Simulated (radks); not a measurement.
Values are calculated unless marked as measured or tabulated.
Orbital eigenvalues (eV) of neutral gadolinium, [Xe] 4f7 5d1 6s2, at several levels of relativity; Dirac values are averaged over j with weights 2j + 1. Spin-unpolarised spherical Kohn-Sham, PBE, point nucleus unless stated (finite: rms radius 5.1569 fm), a radial shooting solver on a logarithmic mesh with Libxc functionals. A level marked "c x" has the speed of light scaled by that factor and shares open shells by 2j + 1; other Dirac levels either fill j = l - 1/2 first or share by 2j + 1.

shell,non-rel.,"Dirac, 2j+1 shares","Dirac, low j first","Dirac, c x 0.75","change of magnitude, last against first (%)"
3s,-1654.9,-1831.1,-1830.6,-2008.2,+21.35
3p,-1492.7,-1555.2,-1554.7,-1614.1,+8.13
3d,-1190.7,-1177.2,-1176.6,-1164.4,-2.20
4s,-327.13,-368.85,-368.47,-411.49,+25.79
4p,-263.69,-277.32,-276.95,-290.58,+10.19
4d,-150.64,-147.45,-147.11,-144.71,-3.94
5s,-43.676,-49.657,-49.509,-56.220,+28.72
5p,-26.529,-27.423,-27.302,-28.538,+7.57
4f,-13.069,-8.6722,-8.3936,-5.3854,-58.79
6s,-3.7822,-4.1263,-4.0982,-4.5399,+20.03
5d,-3.2998,-2.5346,-2.4787,-1.9737,-40.19
6p (empty),-1.4472,-1.3453,-1.3315,-1.2715,-12.14
